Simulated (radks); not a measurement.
Task: Radial electron density D(r) = 4 pi r^2 rho(r) of an atom or ion with 61 electrons. Calculated with a radial shooting solver on a logarithmic mesh with Libxc functionals: non-relativistic Kohn-Sham, PBE, spin-polarised, spherical densities, point nucleus.

```
   r/bohr * D(r) (the largest magnitude, 112, reaches the edge; | marks zero)
0.0008839 |*
  0.00117 |*
 0.001547 | *
 0.002031 |   *
 0.002688 |     *
 0.003528 |        *
 0.004668 |             *
 0.006176 |                    *
 0.008106 |                           *
  0.01073 |                                  *
  0.01419 |                                       *
  0.01863 |                                       *
  0.02465 |                                     *
  0.03261 |                                    *
   0.0428 |                                        *
  0.05664 |                                                  *
  0.07434 |                                                      *
  0.09836 |                                               *
   0.1301 |                                          *
   0.1708 |                                               *
    0.226 |                                            *
   0.2991 |                          *
   0.3925 |                     *
   0.5194 |                        *
   0.6872 |                 *
    0.902 |        *
    1.193 |     *
    1.567 |   *
    2.073 |*
    2.743 *
      3.6 *
    4.763 *
```

What is the nuclear charge?

Result: Z = 65. The innermost maximum, from 1s, lies near 1/Z = 0.0154 bohr (found: 0.0172), and its height grows with Z. The density is that of the terbium ion Tb4+ in [Xe] 4f7; the configuration itself is not fixed sharply by these data, and Z only to a few units. D(r) has 4 maxima, at r = 0.0172, 0.0720, 0.190, 0.515 bohr, and minima at 0.0311, 0.128, 0.371 bohr, inside which lie 1.97, 11.43, 29.55 electrons.
